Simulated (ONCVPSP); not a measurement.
# Varying the ONCV potential for carbon

Base potential:

* Element: carbon
* Generator: ONCVPSP 4.0.1
* Type: optimised norm-conserving Vanderbilt (ONCV)
* Functional: PBE
* Relativity: scalar-relativistic
* Frozen core: [He]
* Valence charge: 4
* Reference configuration: 2s2 2p1.5 (charge +0.5)
* Partial waves: 2s: rc 1.15 bohr, ncon 5, nbas 8, qcut 5.1 1/bohr, local; 2p: rc 2.40 bohr, ncon 4, nbas 7, qcut 6.8 1/bohr, 2 projectors, debl 0.4 Ha; d scattering state at 0.16 Ha: rc 2.10 bohr, ncon 5, nbas 9, qcut 4.4 1/bohr, 3 projectors, debl 1.5 Ha
* Local potential: the s channel
* Core correction: Teter function, fcfact 2.25, rcfact 1.45

All-electron outer shells of the reference configuration (PBE, scalar-relativistic, ld1.x):

| shell | level (eV) | outermost node (bohr) | outermost maximum (bohr) |
| --- | --- | --- | --- |
| 1s | -280.20 | – | 0.17 |
| 2s | -19.38 | 0.38 | 1.20 |
| 2p | -10.72 | – | 1.16 |

Cutoffs, loose and tight: the cutoffs (Ha) at which the residual kinetic energy of the hardest occupied pseudo-wave falls to 1 and 0.1 mHa per electron. They do not see the model core or the augmentation charge, which bear on the density cutoff. Test errors are all-electron minus pseudo excitation energies from the reference, over the configurations 2s2 2p2; 2s2 2p1; 2s2 2p0; 2s1 2p2. A dash means not determined; rows that change the core or the reference have their own tests.

A true bound ghost makes a file unfit for plane-wave use even where its test errors are small: the radial tests pick states by their node count and pass the ghost by.

| change | outcome | cutoff, loose | cutoff, tight | bound ghosts | GHOST(+) flags above zero | largest test error (meV) |
| --- | --- | --- | --- | --- | --- | --- |
| base | generated | 43 Ha | 105 Ha | none | d | +329 |
| s: qcut 3.3; p: qcut 4.4; d: qcut 2.8 | generated | 90 Ha | 116 Ha | d | d | +612 |
| s: qcut 4.3; p: qcut 5.8; d: qcut 3.7 | generated | 81 Ha | 112 Ha | d | d | +416 |
| s: qcut 4.6; p: qcut 6.1; d: qcut 4 | generated | 75 Ha | 110 Ha | d | d | +389 |
| p: qcut 6.7 | generated | 43 Ha | 105 Ha | none | d | +337 |
| s: qcut 5.5; p: qcut 7.3; d: qcut 4.7 | generated | 36 Ha | 98 Ha | none | d | +305 |
| s: qcut 6.5; p: qcut 8.7; d: qcut 5.6 | generated | 20 Ha | 49 Ha | none | none | +271 |
| s: qcut 7.3; p: qcut 9.8; d: qcut 6.3 | generated | 21 Ha | 27 Ha | none | none | +252 |

Problem. What comes out with this change to the base: s: qcut 6; p: qcut 7.9; d: qcut 5.1?

Solution. outcome: generated; cutoff, loose: 21 Ha; cutoff, tight: 87 Ha; bound ghosts: none; GHOST(+) flags above zero: none; largest test error (meV): +256.

Problem. What comes out with this change to the base: s: qcut 3.9; p: qcut 5.1; d: qcut 3.3?

Solution. outcome: generated; cutoff, loose: 86 Ha; cutoff, tight: 115 Ha; bound ghosts: d; GHOST(+) flags above zero: d; largest test error (meV): +498.

Problem. What comes out with this change to the base: s: qcut 7; p: qcut 9.3; d: qcut 6?

Solution. outcome: generated; cutoff, loose: 21 Ha; cutoff, tight: 34 Ha; bound ghosts: none; GHOST(+) flags above zero: none; largest test error (meV): +227.
